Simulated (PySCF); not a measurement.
C₂H₃ClNSi (doublet state).
Structure used (GFN2-xTB), in Å, numbered top down from 1:
```xyz
8
C2H3ClNSi angstrom
N      2.1768   -0.5334   -1.7824
C      1.4489   -0.4486   -0.9026
Si     0.2880   -0.3318    0.5547
C     -1.1393    0.6351   -0.1347
Cl    -2.4917    1.0185    0.8047
H      0.9991    0.3637    1.6328
H     -0.0710   -1.6979    0.9505
H     -1.2018    1.0038   -1.1475
```

The hyperfine couplings belong to this conformer and change with its torsions.

The species is `N#C[SiH2][CH]Cl` [radical].

The calculation used UKS B3LYP, pcH-1 on C Cl H N Si, non-relativistic, mean-field spin-orbit, GIAO (PySCF 2.14.0). The structure is a single GFN2-xTB conformer in the gas phase; no vibrational or solvent corrections. A GFN2-xTB geometry isn't a minimum of the functional, and hyperfine couplings can be far from their values at a DFT geometry. Stability of the SCF solution: not tested.

(1) Predict the first-order ENDOR lines of H8, H6/H7 and Cl5 under fast tumbling at B = 3354.2 mT (W band).

(2) Which pairs are centred on the nuclear Larmor frequency, and which on half the coupling?

(3) At what field would the lower line of Cl5 fall to zero frequency?

Results:

(1) For S = 1/2 in fast tumbling each set of equivalent nuclei gives two lines, ν± = |νn ± a/2| to first order, with νn = g_N μN B/h and μN/h = 7.62259 MHz/T.

```
nuclei  isotope     g_N  νn (MHz)  a_iso (MHz)  lower line (MHz)  upper line (MHz)
    H8       1H  5.5857    142.81       -57.45            114.09            171.54
 H6/H7       1H  5.5857    142.81        53.69            115.97            169.66
   Cl5     35Cl  0.5479     14.01         6.60             10.71             17.31
```

(2) Centred on νn, since |a| < 2νn: H8, H6/H7 and Cl5. No pair has |a| > 2νn.

(3) Where νn = |a|/2, that is B = 3.30 MHz/(0.5479 × 7.62259 MHz/T) = 790 mT, as far as first order holds there.

Class means assume fast exchange of nuclei equivalent by connectivity; if that motion is slow, each nucleus keeps its own coupling.

Main isotope only: 35Cl (natural samples also hold 24 % 37Cl, magnetic too, which adds its own pattern).

The Mulliken spin populations are largest on C4 (+0.89) and Cl5 (+0.12). C4 is the only atom above +0.15. The angles at C4 add up to 360.0°, so it is planar; its axial dipolar tensor and the negative coupling of its proton fit spin in a p orbital normal to that plane.
